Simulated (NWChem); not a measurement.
System: CH5Ga; SMILES [CH3][GaH2]

```xyz
7

Ga    -0.0060     0.4112     0.0053
H     -1.3512     1.1857     0.2818
H      1.3045     1.2397    -0.2758
C      0.0009    -1.5561    -0.0010
H     -0.5011    -1.9490     0.8976
H      1.0124    -1.9821    -0.0604
H     -0.5774    -1.9189    -0.8679
```
Atoms are numbered in this order, from 1.

Computed with NWChem. Pople sets run with spherical d functions. Structure relaxed at the PBE0/def2-SVP level. Vzz is the largest principal value of the second derivative of the potential at the nucleus (NWChem prints the opposite sign); η is the asymmetry. Non-relativistic.

```json
[
 {"level": "B3LYP/cc-pVTZ", "Vzz Ga1 (a.u.)": "3.726", "η Ga1": "0.06", "relative time": "30"},
 {"level": "B3LYP/6-31G*", "Vzz Ga1 (a.u.)": "3.054", "η Ga1": "0.06", "relative time": "2"},
 {"level": "Hartree-Fock/def2-TZVP", "Vzz Ga1 (a.u.)": "4.089", "η Ga1": "0.08", "relative time": "4"},
 {"level": "Hartree-Fock/6-31G*", "Vzz Ga1 (a.u.)": "3.196", "η Ga1": "0.11", "relative time": "1"}
]
```

Times are rough ratios from one shared machine.
